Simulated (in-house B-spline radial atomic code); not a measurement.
## The molybdenum ion Mo⁵⁺: [Ar] 3d10 4s2 4p5 4d1 7f1 (an excited or competing configuration)

Computed with a B-spline radial code for spherical atoms: Dirac-Hartree-Fock, average of configuration, Fermi nucleus of rms radius 4.4091 fm.

Effective charges: Z_r = [3n² - l(l+1)]/(2<r>) from the radius, Z_e = n√(-2ε) from the energy, and Slater's rules. Values are occupation-weighted means over j. An effective charge above Z reflects the relativistic contraction of the inner shells.

```json
{"shell": "1s", "electrons": "2", "ε (eV)": "-20208", "<r> (bohr)": "0.03516", "Z_r": "42.67", "Z_e": "38.54", "Slater": "41.70"}
{"shell": "2s", "electrons": "2", "ε (eV)": "-3003.7", "<r> (bohr)": "0.153", "Z_r": "39.21", "Z_e": "29.72", "Slater": "37.85"}
{"shell": "2p", "electrons": "6", "ε (eV)": "-2689.2", "<r> (bohr)": "0.1338", "Z_r": "37.36", "Z_e": "28.12", "Slater": "37.85"}
{"shell": "3s", "electrons": "2", "ε (eV)": "-614.31", "<r> (bohr)": "0.4254", "Z_r": "31.73", "Z_e": "20.16", "Slater": "30.75"}
{"shell": "3p", "electrons": "6", "ε (eV)": "-508.03", "<r> (bohr)": "0.4279", "Z_r": "29.22", "Z_e": "18.33", "Slater": "30.75"}
{"shell": "3d", "electrons": "10", "ε (eV)": "-334.76", "<r> (bohr)": "0.4129", "Z_r": "25.43", "Z_e": "14.88", "Slater": "20.85"}
{"shell": "4s", "electrons": "2", "ε (eV)": "-156.59", "<r> (bohr)": "1.068", "Z_r": "22.48", "Z_e": "13.57", "Slater": "14.60"}
{"shell": "4p", "electrons": "5", "ε (eV)": "-124.46", "<r> (bohr)": "1.154", "Z_r": "19.93", "Z_e": "12.10", "Slater": "14.60"}
{"shell": "4d", "electrons": "1", "ε (eV)": "-80.91", "<r> (bohr)": "1.387", "Z_r": "15.14", "Z_e": "9.75", "Slater": "7.00"}
{"shell": "7f", "electrons": "1", "ε (eV)": "-10.825", "<r> (bohr)": "10.24", "Z_r": "6.59", "Z_e": "6.24", "Slater": "6.00"}
```

The least bound orbital is 7f7/2 at -10.82 eV, and it is also the most diffuse (<r> = 10.24 bohr).

Spin-orbit splittings of the orbital energies (j = l + 1/2 above j = l - 1/2 when positive): 2p 107.2 eV, 3p 18.36 eV, 3d 3.436 eV, 4p 2.985 eV, 4d 0.3645 eV, 7f 0.0004527 eV.

For the 1s electron the small component carries 2.35 % of the norm, the zero-frequency Breit interaction raises the level by 38.71 eV, self-energy by 21.15 eV, and vacuum polarisation lowers it by 2.443 eV.
